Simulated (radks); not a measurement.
Q: Numerical settings for the sulfur ion S3+, [Ne] 3s2 3p1. Method: scalar-relativistic Kohn-Sham, PBE, spin-polarised, spherical densities, point nucleus; open shells are filled with parallel spins first; computed with a radial shooting solver on a logarithmic mesh with Libxc functionals. The defaults (mesh step 0.008 in ln r, mesh end at 40 bohr or more with all orbitals vanishing there, Anderson mixing 0.5 over 9 steps, residual threshold near 1e-9 with the energy settled to 1e-9 hartree or 1e-11 of itself, here a cap of 59 iterations) give E = -396.5585 hartree and 3p at -40.992 eV in 14 iterations. Run on one thread of a shared host, so times are rough (Intel(R) Xeon(R) 6975P-C): 0.09 s of CPU time, 0.09 s wall, 14 iterations on 2476 mesh points. One setting is changed at a time: mesh step in ln r 0.005; mesh step in ln r 0.12; mesh step in ln r 0.05; mesh end (bohr) 1; mesh end (bohr) 400; residual threshold 0.1; residual threshold 0.001; mixing 2.5; linear mixing, mixing 0.5; linear mixing, mixing 0.05; mixing history 3; iteration cap 2. Which runs fail to converge, and which converge to a wrong energy?

A: Not converged within the cap: mesh step in ln r 0.12; linear mixing, mixing 0.05; iteration cap 2. Settled on a wrong energy, with an occupied level pushed above zero by the early mesh end: mesh end (bohr) 1 (+41.7 hartree). Apart from these: no run marked as converged misses the energy by more than 1 mhartree.
